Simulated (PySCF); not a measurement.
C₄H₄Cl₂, SMILES Cl/C=C\C(Cl)=C. Atoms are numbered in the order given.

```xyz
10

C     -2.4473    -0.8481    -0.4467
C     -1.2074    -0.4015    -0.2079
Cl    -1.0033     1.1155     0.6120
C     -0.0198    -1.1640    -0.6216
C      1.2947    -0.9378    -0.5099
Cl     2.0900     0.4117     0.2022
H     -3.3240    -0.2765    -0.1363
H     -2.5971    -1.8008    -0.9611
H     -0.2735    -2.1048    -1.1213
H      2.0002    -1.6725    -0.9058
```

Geometry optimised at ωB97X-D3(BJ)/def2-SVP. The structure was generated by enumeration; whether it is a known compound was not checked. The values are those of a single conformer.

Method: PySCF with PBE/def2-TZVP.

ESP charges are fitted to the potential on shells at 1.4 to 2.0 van der Waals radii. Atomic charges (e):

```csv
atom,IAO,Mulliken,Löwdin,ESP fit
C1,-0.33,-0.30,-0.20,-0.53
C2,0.00,0.17,-0.49,0.15
Cl3,-0.01,-0.09,0.41,-0.05
C4,-0.17,-0.19,-0.21,-0.01
C5,-0.18,-0.07,-0.48,-0.30
Cl6,0.02,-0.05,0.39,0.00
H7,0.17,0.14,0.13,0.21
H8,0.16,0.13,0.13,0.22
H9,0.17,0.12,0.17,0.12
H10,0.17,0.14,0.14,0.20
```

Problem. Give the Mayer and Wiberg (Löwdin basis) orders of the bonds. (Estimate from the structure and the level; the computed values follow.)

Solution. 
```csv
bond,Mayer,Wiberg
C1–C2,1.75,2.02
C2–Cl3,1.12,1.66
C2–C4,1.09,1.29
C4–C5,1.82,2.03
C5–Cl6,1.18,1.79
C1–H7,0.94,0.88
C1–H8,0.94,0.87
C4–H9,0.91,0.78
C5–H10,0.94,0.86
```
